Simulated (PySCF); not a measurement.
## State search for PI

Unrestricted PBE0; basis P def2-SVPD, I def2-SVPD with ECP28; scalar-relativistic core potentials; PySCF 2.14. Outer shells of the fragments: P 3s2 3p3; I 4d10 5s2 5p5.

Followed along the bond (rough minima from three points):

| 2Ms+1 | unpaired | ⟨S²⟩ at the start | R at minimum (Å) | Te (eV) |
| --- | --- | --- | --- | --- |
| 3 | π ↑↑ | 2.01 | 2.40 | 0.00 |
| 1 | π ↑↓ | 1.01 | 2.40 | 0.31 |
| 1 | none | 0.00 | 2.37 | 1.30 |
| 5 | σ ↑, π ↑↑↑ | 6.00 | none in the scan | ≤ 3.82 |

Solutions found at the starting distance of 2.375 Å, counted from the lowest of them; the search is not exhaustive and high or unbound solutions are not listed, so other states can lie among these:

| 2Ms+1 | unpaired | term | E (eV) | ⟨S²⟩ | ⟨Lz²⟩ | μ (D) |
| --- | --- | --- | --- | --- | --- | --- |
| 3 | π ↑↑ | ³Σ⁻ | 0.00 | 2.01 | 0.00 | 0.00 |
| 1 | π ↑↓ | mixed | 0.30 | 1.01 | 2.02 | 0.12 |
| 1 | none | mixed | 1.30 | 0.00 | 2.00 | 0.54 |
| 3 | σ ↑, π ↑ | ³Π | 3.16 | 2.03 | 1.01 | -0.69 |
| 1 | σ ↓, π ↑ | mixed | 3.40 | 1.01 | 1.02 | -0.75 |
| 3 | π ↑↑ | mixed | 3.98 | 2.01 | 2.01 | 3.55 |
| 3 | σ ↑, π ↑ | ³Π | 4.17 | 2.01 | 1.01 | 1.35 |
| 1 | σ ↓, π ↑ | mixed | 4.53 | 1.02 | 1.01 | 1.55 |
| 5 | σ ↑, π ↑↑↑ | ⁵Π | 4.85 | 6.00 | 1.01 | 1.67 |
| 5 | σ ↑↑, π ↑↑ | ⁵Σ⁻ | 4.92 | 6.01 | 0.00 | -0.36 |
| 3 | σ ↑, π ↑↑↓ | mixed | 5.45 | 3.02 | 3.03 | 1.62 |
| 1 | σ ↓↓, π ↑↑ | mixed | 6.07 | 2.01 | 0.00 | -0.11 |
| 5 | π ↑↑↑↑ | mixed | 8.40 | 6.01 | 2.00 | -3.73 |
| 5 | π ↑↑↑↑ | mixed | 8.60 | 6.01 | 2.00 | -3.58 |

A term symbol is given only where ⟨S²⟩ and ⟨Lz²⟩ are close to those of a pure state; real π, δ and φ orbitals otherwise mix terms. A positive dipole means P(−)I(+).

Spin–orbit coupling is left out. Counting both spins, an empty level lies below a filled one in some of these solutions, because spin and occupation are held.
